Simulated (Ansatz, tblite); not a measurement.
Forces on Be3Se3 at its PBE0-D4/def2-SVP geometry. The state is a singlet with charge 0.

The xTB rows come from tblite. Another isomer (singlet) lies 3.24 eV lower at PBE0-D4/def2-TZVP; other spin states weren't run for this one.

GFN1-xTB (tblite), largest force 1.14 eV/Å:

```xyz
6
positions Å, forces eV/Å
Be   -0.062    1.251   -0.651    0.020   -0.178    0.085
Be   -0.153   -0.714    0.466   -0.993   -0.093    0.555
Be    1.578   -0.003   -0.797   -0.099    0.400   -0.167
Se   -0.998    1.164    1.379    0.213   -0.454   -0.766
Se   -1.981    0.102   -0.562    0.803    0.187    0.398
Se    1.616   -1.800    0.165    0.057    0.138   -0.104
```

GFN2-xTB (tblite), largest force 1.27 eV/Å:

```
Be 0.027 0.035 -0.036
Be -0.313 0.188 0.058
Be -0.114 0.296 -0.104
Se 0.157 -0.898 -0.877
Se 0.997 0.012 0.777
Se -0.755 0.367 0.182
```

PBE-D4/def2-TZVP (Ansatz), largest force 0.24 eV/Å:

```
Be 0.012 -0.217 0.112
Be -0.006 0.198 -0.104
Be -0.192 0.043 0.073
Se 0.121 0.055 0.069
Se 0.016 -0.057 -0.138
Se 0.049 -0.022 -0.012
```
